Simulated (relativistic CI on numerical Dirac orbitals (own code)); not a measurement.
# d1 to d9 in one octahedral field

Computed with a parametric ligand-field model without spin-orbit coupling, by exact diagonalisation: B = 490, C = 2380, 10Dq = 26200 cm⁻¹ (Oh; |10Dq|/B = 53.5) for every shell. Energies in cm⁻¹; the field energy is (0.6 n_e − 0.4 n_t2) × 10Dq of the ground term; g labels are left out. So small a B with so large a field is typical of 4d and 5d ions, where spin-orbit coupling, left out here, reaches 1,000 to 4,000 cm⁻¹.

```csv
Shell,Ground term,Electrons in e,Field energy,First spin-allowed bands,Lowest term of other spin
d1,2T2,0.000,-10480,2E 26200,
d2,3T1,0.009,-20725,"3T2 25010, 3T1 31170",1T2 7868
d3,4A2,0.000,-31440,"4T2 26200, 4T1 31690",2E 11033
d4,3T1,0.016,-41497,"3E 23931, 3T1 24543",1T2 6868
d5,?,?,?,?,?
d6,1A1,0.025,-62233,"1T1 24455, 1T2 31442",3T1 19468
d7,2E,1.016,-46732,"2T1 24327, 2T2 24940",4T1 14989
d8,3A2,2.000,-31440,"3T2 26200, 3T1 31690",1E 8626
d9,2E,3.000,-15720,2T2 26200,
```

Question: Fill in the row of d5.

Answer: Ground term: 2T2; Electrons in e: 0.030; Field energy: -51607; First spin-allowed bands: 2A2 23245, 2T1 23410; Lowest term of other spin: 4T1 15091. Low spin: d4, d5, d6, d7; the other shells keep the spin of the free ion. Only d4 to d7 can choose; the field needed to pair spins is smallest for d6 and largest for d5, which loses most exchange energy. In the strong-field picture 10Dq must exceed about 6B + 5C = 14840 (d4), 7.5B + 5C = 15575 (d5), 2.5B + 4C = 10745 (d6) and 4B + 4C = 11480 (d7); mixing of terms shifts these bounds somewhat.
